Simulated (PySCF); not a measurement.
**Cd⁴⁶⁺: ionisation energy**

Cd⁴⁶⁺ 1s2 (1S) → Cd⁴⁷⁺ 1s1 (2S), as a difference of total energies. All numbers are calculated (PySCF 2.14, scalar relativity by spin-free X2C-1e, in an uncontracted even-tempered set (17 s from 90 bohr⁻², ratio 2.2; 7 p from 140 bohr⁻², ratio 2.4; 4 d from 410 bohr⁻², ratio 2.4; 3 f from 610 bohr⁻², ratio 2.4; 3 g from 920 bohr⁻², ratio 2.4)). Correlated levels: nothing frozen; virtual orbitals above 40 to 60 times the deepest correlated orbital energy dropped. The calculations carry no spin-orbit coupling.

| method | ionisation energy (eV) |
| --- | --- |
| UHF | 31498.5 |
| LDA | 31445.2 |
| PBE | 31495.0 |
| PBE0 | 31496.2 |
| r2SCAN | 31501.8 |
| BHandHLYP | 31500.2 |
| BLYP | 31500.5 |
| MP2 (all electrons) | 31500.0 |
| SCS-MP2 (all electrons) | 31500.3 |

For this ion Breit and QED terms and the two-electron picture change, all absent here, outweigh the differences among the correlated methods.

For comparison: 31451.1 eV (theoretical estimate listed by NIST; NIST Atomic Spectra Database, ionization energies).
